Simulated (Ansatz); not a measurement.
Consider the isomerisation: `C[N]([SiH3])[AlH][F]` → `[CH3][Al]([F])[NH][SiH3]`.

Gas-phase electronic energies from Ansatz, PBE0-D4/def2-TZVP geometries. CBS: MP2 limit from def2 TZ/QZ plus the TZ coupled-cluster correction, frozen cores. Functionals use def2-TZVPP. B3LYP here is the variant with VWN-RPA as its local correlation; programs differ in this. Each species was taken in one conformer, which may not be the lowest.

`C[N]([SiH3])[AlH][F]`:

```xyz
12

C    -0.724   -1.172   -0.511
N    -0.014   -0.057    0.118
Si    0.516    1.192   -0.955
Al    0.234   -0.083    1.873
F     1.037    1.163    2.594
H    -1.030   -1.916    0.230
H    -0.096   -1.686   -1.248
H    -1.631   -0.834   -1.026
H     1.202    2.236   -0.154
H    -0.642    1.787   -1.683
H     1.446    0.646   -1.984
H    -0.299   -1.275    2.746
```

`[CH3][Al]([F])[NH][SiH3]`:

Z-matrix (Å, degrees):
```
C
Al 1 1.933
H 1 1.092 2 112.2
H 1 1.094 2 110.7 3 120.8
H 1 1.094 2 110.8 3 -120.9
F 2 1.655 1 120.1 3 179.2
N 2 1.777 1 125.2 3 -0.8
Si 7 1.723 2 130.5 1 0.0
H 7 1.013 2 115.1 1 -179.8
H 8 1.490 7 112.3 2 119.9
H 8 1.487 7 107.5 2 0.4
H 8 1.490 7 112.4 2 -119.1
```

(1) Is it downhill or uphill in electronic energy at CCSD(T)/CBS, and by how much? (An estimate is asked.)

(2) What do these levels give: PBE-D4, r2SCAN-D4, ωB97X-V, ωB97M-V, PBE0, B3LYP, SCS-MP2/def2-TZVPP, CCSD/def2-TZVPP, CCSD(T)/def2-TZVPP, HF/CBS(def2), MP2/CBS(def2), CCSD/CBS(def2)? (An estimate is asked.)

Largest T1 diagnostic among the species: 0.012.

## Answers

(1) Ansatz gave: Downhill: ΔE = -23.1 kcal/mol.

(2) Ansatz gave: PBE-D4 -22.3, r2SCAN-D4 -23.8, ωB97X-V -21.8, ωB97M-V -23.1, PBE0 -23.2, B3LYP -23.2, SCS-MP2/def2-TZVPP -21.9, CCSD/def2-TZVPP -22.5, CCSD(T)/def2-TZVPP -22.4, HF/CBS(def2) -22.0, MP2/CBS(def2) -23.7, CCSD/CBS(def2) -23.2 kcal/mol.

The D4 term adds +1.0 kcal/mol with B3LYP and +0.5 kcal/mol with PBE0; it sums over pairs of atoms, weighted by their polarisabilities, and B3LYP, whose exchange is more repulsive, gets the larger term.
